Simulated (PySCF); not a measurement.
C₆H₈O₂S, SMILES COc1ccc(OC)s1, singlet, GFN2-xTB optimised geometry.

```
17

C     -2.34    -2.68    -0.01
O     -0.95    -2.90     0.00
C     -0.16    -1.81     0.00
C      1.19    -1.81     0.00
C      1.75    -0.51     0.00
C      0.82     0.47     0.00
O      1.06     1.80     0.00
C     -0.06     2.65     0.02
S     -0.80    -0.18     0.00
H     -2.81    -3.67    -0.01
H     -2.66    -2.12     0.87
H     -2.64    -2.13    -0.91
H      1.78    -2.71     0.00
H      2.81    -0.31     0.00
H      0.34     3.67     0.01
H     -0.66     2.49     0.92
H     -0.69     2.50    -0.86
```

Density from B3LYP/def2-SVP (PySCF) at that geometry.

Minimum of the electron density along straight lines between bonded atoms, close to the bond critical point (lines longer than 1.1 times the sum of covalent radii, or with two minima, are not listed):

```csv
bond,length / Å,ρ at the minimum / e bohr⁻³,∇²ρ there / e bohr⁻⁵,position (fraction from the first atom)
C1–O2,1.406,0.255,-0.33,0.34
O2–C3,1.350,0.292,-0.27,0.67
C3–C4,1.357,0.327,-0.85,0.53
C4–C5,1.417,0.293,-0.72,0.50
C5–C6,1.357,0.327,-0.85,0.47
C6–O7,1.350,0.292,-0.27,0.33
O7–C8,1.406,0.255,-0.33,0.66
C3–S9,1.748,0.207,-0.43,0.47
C6–S9,1.748,0.207,-0.43,0.47
C1–H10,1.088,0.286,-1.12,0.64
C1–H11,1.096,0.281,-1.06,0.64
C1–H12,1.096,0.281,-1.06,0.64
C4–H13,1.073,0.284,-1.09,0.63
C5–H14,1.073,0.284,-1.09,0.63
C8–H15,1.088,0.286,-1.12,0.64
C8–H16,1.096,0.281,-1.06,0.64
C8–H17,1.096,0.281,-1.06,0.64
```
